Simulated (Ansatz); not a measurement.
Reaction: H3GeOF (SMILES [OH][GeH2][F]) → H3GeO (SMILES [OH][GeH2], doublet) + F (doublet) (the F-Ge bond breaks)
Each species at its own B3LYP-D3(BJ)/def2-TZVP minimum (Ansatz, an electronic-structure program), one conformer.

Total energies in hartree (Ansatz). Open shells are spin-unrestricted; no spin-orbit coupling. Cores are frozen in correlated methods (noble-gas shells, and filled d and f shells in the p block). No relativity.

```tsv
species	HF/cc-pVTZ	CCSD(T)/cc-pVTZ	HF/cc-pVQZ	CCSD(T)/cc-pVQZ	CCSD(T)/cc-pVDZ	CCSDT(Q)/cc-pVDZ
1: H3GeOF (SMILES [OH][GeH2][F])	-2251.58695	-2252.24229	-2251.60797	-2252.31407	-2251.94935	-2251.95128
2: H3GeO (SMILES [OH][GeH2], doublet)	-2152.02845	-2152.41120	-2152.03956	-2152.44750	-2152.22803	-2152.22955
3: F (doublet)	-99.40552	-99.62036	-99.41377	-99.65026	-99.52757	-99.52776
```

Work out the bond dissociation energy (electronic) in kcal/mol: take Hartree-Fock from cc-pVQZ, extrapolate the CCSD(T) correlation energy as X^-3 (X = 3, 4), and add CCSDT(Q) - CCSD(T) in cc-pVDZ. 1 hartree = 627.51 kcal/mol.


Species 1: correlation (64·(-0.70610) - 27·(-0.65534))/37 = -0.74314; step -0.00193; E1 = -2251.60797 + (-0.74314) + (-0.00193) = -2252.35304
Species 2: correlation (64·(-0.40794) - 27·(-0.38275))/37 = -0.42632; step -0.00152; E2 = -2152.03956 + (-0.42632) + (-0.00152) = -2152.46740
Species 3: correlation (64·(-0.23649) - 27·(-0.21484))/37 = -0.25229; step -0.00019; E3 = -99.41377 + (-0.25229) + (-0.00019) = -99.66625
-1·E1 +1·E2 +1·E3 = 0.21939 hartree = 137.7 kcal/mol.
